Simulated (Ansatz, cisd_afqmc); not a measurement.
System: HBOI, charge 0, doublet. HBOI (SMILES I[B]O, doublet).
B3LYP-D3(BJ)/def2-TZVP minimum from Ansatz (an electronic-structure program):
```
B
O 1 1.3215
H 2 0.9691 1 118.16
I 1 2.1674 2 126.47 3 0.00
```
Charge 0, spin multiplicity 2.

Atomisation energy term by term, kcal/mol (programs: Ansatz, cisd_afqmc). UHF or UKS for unpaired electrons; spin-orbit terms are left out. Cores are frozen in correlated methods (noble-gas shells, and filled d and f shells in the p block). Past Kr the def2 sets carry scalar-relativistic core potentials. AFQMC/CISD: phaseless, guided by CISD from CCSD amplitudes; bars are statistical, one sigma. Outlying blocks are dropped, and bars are widened where a walk drifts. Over all cases where full CI ran beside it in this data, AFQMC minus full CI had a median of +0.1 mEh and passed +0.4 mEh in a tenth of the cases. CBS(X,Y): correlation extrapolated as X^-3, Hartree-Fock from the larger set. A bracket is a step between two methods taken in the basis named. For partners of very few electrons the exact lower level stands in for a higher one. Spin-orbit terms, left out, reach several kcal/mol for Br and I, and more for heavier atoms.

| term | basis | kcal/mol |
|---|---|---|
| Hartree-Fock | def2-QZVPP | 219.21 |
| CCSD correlation | CBS(def2-TZVPP,def2-QZVPP) | 80.03 |
| (T) | CBS(def2-TZVPP,def2-QZVPP) | 8.13 |
| CCSDT(Q) - CCSD(T) | def2-SVP | 0.60 |
| sum: De |  | 308.0 |

The step beyond CCSD(T) by other levels: AFQMC/CISD in def2-SVP 1.01 ± 0.25 kcal/mol.
